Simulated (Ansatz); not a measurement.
One change: `C[CH2][Al]([Cl])[Br]` becomes `C[CH2][Al]([SiH3])[Cl]`.

Ansatz, PBE0-D4/def2-TZVP geometries, multiplicity 1. Each molecule was computed in one conformer, which needn't be the lowest.

Scalar relativity is left out up to krypton.

| property | `C[CH2][Al]([Cl])[Br]` |
| --- | --- |
| size of the dipole moment (ωB97M-V/def2-TZVPP) / D | 2.09 |
| size of the dipole moment (PBE/def2-TZVPP) / D | 2.07 |
| HOMO–LUMO gap (PBE0/def2-TZVPP) / eV | 7.23 |
| HOMO energy (PBE/def2-TZVPP) / eV | -6.98 |
| HOMO energy (ωB97M-V/def2-TZVPP) / eV | -10.41 |
| LUMO energy (ωB97M-V/def2-TZVPP) / eV | 0.66 |

(1) What does the change do to each property? (An estimate is asked.)

Answers

(1) Computed: 
```tsv
property	`C[CH2][Al]([SiH3])[Cl]`	shift
size of the dipole moment (ωB97M-V/def2-TZVPP) / D	1.81	-0.28
size of the dipole moment (PBE/def2-TZVPP) / D	1.80	-0.27
HOMO–LUMO gap (PBE0/def2-TZVPP) / eV	5.70	-1.53
HOMO energy (PBE/def2-TZVPP) / eV	-6.22	0.76
HOMO energy (ωB97M-V/def2-TZVPP) / eV	-9.37	1.04
LUMO energy (ωB97M-V/def2-TZVPP) / eV	0.02	-0.64
```

With PBE0 the HOMO rises by 0.89 eV and the LUMO falls by 0.64 eV, so the gap narrows by about 1.53 eV. PBE moves the HOMO by 0.76 eV and ωB97M-V by 1.04 eV. Dipoles are sizes alone; their direction can turn.

Spin–orbit coupling is left out; it splits and shifts lone-pair levels of the heavy atoms by tenths of an eV.
